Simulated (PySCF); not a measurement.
The complex [MnF4]2- (charge -2) contains Mn(II), shell d5. The structure is a model geometry with rigid ligands and bond lengths from ionic radii, not a minimum; coordination tetrahedral, point group Td, metal–donor distances 2.01 Å.

```
5

Mn    0.0000    0.0000    0.0000
F     1.1605    1.1605    1.1605
F    -1.1605   -1.1605    1.1605
F    -1.1605    1.1605   -1.1605
F     1.1605   -1.1605   -1.1605
```

Method (PySCF 2.14, density fitting): CASSCF(5,5) with orbitals averaged over all microstates of the shell, strongly contracted NEVPT2 on the averaged canonical orbitals; basis x2c-TZVPall on the metal, x2c-SVPall elsewhere; spin-free X2C; IEF-PCM water; spin-orbit coupling by state interaction with the mean-field operator over all roots.

Task: What is the ground state?

Result: 6A1 (S = 5/2, orbital degeneracy 1), with 2.0 electrons in the lower (e-type) set and 3.0 in the upper (t2-type) set, by NEVPT2.

Task: Which is the lowest state of another spin?

Result: 4T1 at 25445 cm⁻¹ by NEVPT2; CASSCF alone puts it at 28841 cm⁻¹ above the same ground state.

Task: Give the fitted ligand-field and repulsion parameters.

Result: At CASSCF level (the NEVPT2 levels don't fit a ligand-field model well): orbital energies 0, 0, 3508, 3508, 3508 cm⁻¹; 10Dq = 3508 cm⁻¹; B = 1058 cm⁻¹; C = 3972 cm⁻¹; B over its free-ion value at the same level 0.952; rms of the fit 83 cm⁻¹; ζ = 305 cm⁻¹ (free ion 317).

Task: What are the magnetic parameters?

Result: The ground multiplet follows a spin Hamiltonian with S = 5/2, g = 2.002, 2.002, 2.002, D = 0 (spin-orbit part alone); the lowest levels hold 100 % of the spin-free ground state. μeff is 5.92 μB at 300 K and 5.92 μB at 10 K; the spin-only value is 5.92 μB.

Gaps between spin states lean to high spin in this active space.

The job took 8.1 s on one thread of Intel Xeon Platinum 8488C (shared host), with 104 basis functions, launched as `OMP_NUM_THREADS=1 python lf_run.py task.json out`.
